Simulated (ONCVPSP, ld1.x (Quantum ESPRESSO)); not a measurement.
Potentials for Mn compared

Generated with ld1.x 7.5 (TM, RRKJ, ultrasoft, PAW), atompaw 4.2 or ONCVPSP 4.0.1. The cutoff is in Ry: for ld1.x and atompaw files where the sum of valence levels is converged to 10 mRy in a Bessel basis, for ONCV files where the hardest occupied wave has 1 mHa per electron of residual kinetic energy. The error is the largest all-electron minus pseudo excitation energy over each file’s own four to seven test configurations (ionisations up to +4, promotions, holes and added fractions of an electron), all of which were solved. The labels leave out finer settings (local radius, basis sizes, second energies), which also bear on the numbers. Spin-polarised tests are not counted. The rows are a selection from randomly drawn settings: files with unsolved tests, undetermined cutoffs or missed reference levels are left out.

A true bound ghost makes a file unfit for plane-wave use even where its test errors are small: the radial tests pick states by their node count and pass the ghost by.

```csv
potential,cutoff (Ry),largest error (meV),bound ghosts
"PAW, PBE, scalar-relativistic, rc 2.55/1.35/2.20 (spd), local smoothed, core correction yes, reference 3p6 3d5 4s2 4p0",45,-39,s
"ONCV, LDA (Perdew-Zunger), scalar-relativistic, rc 1.40/1.20/1.65 (spd), local smoothed, core correction no, reference 3s2 3p6 3d5 4s2, qcut 6.5/11.4/9.3, projectors 2/2/2",69,+67,none
"ONCV, LDA (Perdew-Wang 92), scalar-relativistic, rc 1.10/0.85/0.90 (spd), local smoothed, core correction no, reference 3s2 3p6 3d4, qcut 13.9/8.6/12.6, projectors 1/2/3",153,+917,s
"ONCV, PBE, scalar-relativistic, rc 1.50/1.25/1.25 (spd), local d, core correction no, reference 3s2 3p6 3d5.5 4s1.5, qcut 7.6/9.7/10.8, projectors 2/1/0",102,-5.3,none
"ONCV, PBE, scalar-relativistic, rc 1.25/1.50/1.95 (spd), local smoothed, core correction no, reference 3s2 3p6 3d5 4s1 4p1, qcut 10.3/10.8/8.6, projectors 2/2/2",73,-243,none
```

(1) Fill in the row for Mn: PAW, PBE, scalar-relativistic, rc 1.35/1.30/1.10 (spd), local smoothed, core correction yes, reference 3s2 3p6 3d5 4s1 4p1.

Results:

(1) cutoff 90 Ry, largest error -20 meV, bound ghosts: none.
